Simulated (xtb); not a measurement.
B(OMe)(SH)2 (CH5BOS2), SMILES COB(S)S. All values are semi-empirical tight-binding results from xtb (GFN2-xTB unless named), good for trends rather than for accurate numbers. The structure is a stationary point at GFN2-xTB. The structure was generated by enumeration, and PubChem lists no compound with its InChIKey, so it may never have been made. One conformer was computed; it need not be the lowest.

Optimised geometry:

```xyz
10

B      0.0929    -0.0389     0.0954
O     -0.3209    -1.2983    -0.0010
C     -1.3371    -1.7955    -0.8450
H     -1.8588    -0.9873    -1.3617
H     -0.8800    -2.4629    -1.5777
H     -2.0416    -2.3563    -0.2294
S      1.4355     0.2781     1.2800
H      1.5603    -0.9758     1.6845
S     -0.6108     1.3369    -0.8765
H      0.1506     2.2944    -0.3705
```
Charge 0, spin multiplicity 1.

Computed properties:
```json
{
  "orbital_gap": "4.83 eV",
  "zero_point_energy": "39.6 kcal/mol",
  "G − E(el) at 298.15 K (modified RRHO)": "19.5 kcal/mol",
  "static polarisability (D4 model)": "71.6 bohr³",
  "solvation energy, GFN2-xTB/ALPB(water)": "-1.4 kcal/mol",
  "solvation energy, GFN2-xTB/ALPB(benzene)": "-6.4 kcal/mol"
}
```

Computed atomic charges and the Wiberg bond orders between heavy atoms:
charges (e) B1 0.43, O2 -0.32, C3 0.04, H4 0.06, H5 0.06, H6 0.06, S7 -0.33, H8 0.18, S9 -0.35, H10 0.18. Bond orders B1–O2 1.26, O2–C3 0.96, B1–S7 1.07, B1–S9 1.06.
